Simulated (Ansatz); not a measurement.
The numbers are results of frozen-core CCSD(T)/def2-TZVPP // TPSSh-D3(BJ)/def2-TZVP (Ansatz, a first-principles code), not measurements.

Ansatz 0.2 input:
```yaml
crystal:
  periodic: [false, false, false]
  atoms:
    - { symbol: Ge, position_ang: [0.001587, -0.001821, 0.361047] }
    - { symbol: H, position_ang: [-0.060428, 1.460971, -0.112841] }
    - { symbol: H, position_ang: [1.294197, -0.677769, -0.129287] }
    - { symbol: H, position_ang: [-1.235252, -0.781506, -0.119066] }
basis:
  gaussian: { orbitals: def2-TZVPP }
correlation:
  method: ccsd_t
magnetization:
  spin_polarized: true
  initial_magnetization: 1
```

Output:

```
Functional definition: HF
544 factors; integrals over basis functions are off by at most 8.2e-4 eV
mean field evaluation 1: about -56519.3038 eV, gradient 7.3e0 eV
mean field evaluation 2: about -56519.3045 eV, gradient 7.3e0 eV
mean field evaluation 4: about -56519.9068 eV, gradient 1.7e0 eV
mean field evaluation 8: about -56519.9241 eV, gradient 4.4e-4 eV
mean field evaluation 16: about -56519.9221 eV, gradient 1.3e-1 eV
mean field -56519.92405717 eV, -2077.0688985204 hartree, gradient 2.0e-6 eV, S^2 0.754736; 0 other end points of the search recorded, 0 dependent functions left out
9 core orbitals not correlated
reference -56519.92405717 eV, -2077.0688985204 hartree; 9, 8 occupied and 72, 73 virtual orbitals, 544 factors
second order -6.80999051 eV of doubles, -0.00000000 eV of singles
cycle   1  -6.93009712 eV  change   -1.2e-1 eV  update   7.0e-2
cycle   2  -7.23164669 eV  change   -3.0e-1 eV  update   2.3e-2
cycle   3  -7.26347650 eV  change   -3.2e-2 eV  update   1.0e-2
cycle   4  -7.26159474 eV  change    1.9e-3 eV  update   2.9e-3
cycle   5  -7.26185492 eV  change   -2.6e-4 eV  update   9.1e-4
cycle   6  -7.26157283 eV  change    2.8e-4 eV  update   3.8e-4
cycle   7  -7.26164414 eV  change   -7.1e-5 eV  update   1.3e-4
cycle   8  -7.26168744 eV  change   -4.3e-5 eV  update   4.4e-5
cycle   9  -7.26168353 eV  change    3.9e-6 eV  update   1.4e-5
perturbative correction -0.21710505 eV, -0.0079784635 hartree
Total energy: -56527.40284575 eV, -2077.3437389316 hartree
```

Cost: around 16 core-seconds (rough).
